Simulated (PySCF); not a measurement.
Computed shifts of a molecule C₅H₇F, PySCF with PBE/pcSseg-1, GIAO, gas phase, equivalent atoms averaged, in ppm (number of nuclei): ¹³C: 172.1 (1), 136.7 (1), 131.3 (1), 95.7 (1), 24.0 (1). ¹⁹F: -132.4 (1). ¹H: 6.44 (1), 6.04 (1), 4.91 (1), 4.59 (1), 2.21 (3). References: ¹³C against TMS (σ = 182.0 ppm); ¹⁹F against CFCl3 (σ = 133.6 ppm); ¹H against TMS (σ = 31.49 ppm), references at their B3LYP-D3(BJ)/def2-TZVP geometries, non-relativistic. The structure is a stationary point at PBE0-D3(BJ)/def2-SVP. One conformer was computed; it need not be the lowest.

Which molecule gave these data?
A. FC1=CCCC1
B. C=C(F)/C=C/C
C. CC1=C(F)CC1
D. C[C@H]1CC=C1F

B, C=C(F)/C=C/C
